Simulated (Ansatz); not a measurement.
Other settings, tried on the cluster Cu5⁺ (the lowest singlet isomer of a short search).

```yaml
crystal:
  periodic: [false, false, false]
  atoms:
    - {symbol: Cu, position_ang: [1.744837, 1.115961, -1.142161]}
    - {symbol: Cu, position_ang: [-1.084114, -2.100685, 0.070949]}
    - {symbol: Cu, position_ang: [1.693223, 1.201645, 1.131380]}
    - {symbol: Cu, position_ang: [0.000103, -0.000154, -0.000533]}
    - {symbol: Cu, position_ang: [-2.354050, -0.216756, -0.059645]}
basis:
  gaussian: {orbitals: def2-SVPD}
total_charge: 1
magnetization: {spin_polarized: true, initial_magnetization: 0}
hamiltonian: {xc: {name: SVWN5}}
scf: {lower_state_search: off}
```

```sh
$ ansatz run in.yaml --threads 4 --pin off --events-out ev --progress --plain --max-ram 8704MiB
```

Output, abridged:

```
Functional definition: SVWN5
2000 factors; their error is unknown
mean field evaluation 1: about -222765.5331 eV, gradient 9.5e1 eV
mean field evaluation 2: about -219905.3028 eV, gradient 8.1e2 eV
mean field evaluation 4: about -221989.3625 eV, gradient 3.7e2 eV
mean field evaluation 8: about -222793.9720 eV, gradient 2.1e-1 eV
mean field -222793.88152041 eV, -8187.5241307582 hartree, gradient 1.4e-6 eV, S^2 0.000000; 0 other end points of the search recorded, 0 dependent functions left out
reference -222793.88157237 eV, -8187.5241326677 hartree; 72, 72 occupied and 98, 98 virtual orbitals, 2000 factors
Total energy: -222793.88157237 eV, -8187.5241326677 hartree
Checks for a lower state left out: stability, starts, cluster_reference, orbital_swaps, neighbouring_geometries, increment
```

Run time 2.4 s (4 threads of Arm Neoverse V2 on a shared host).
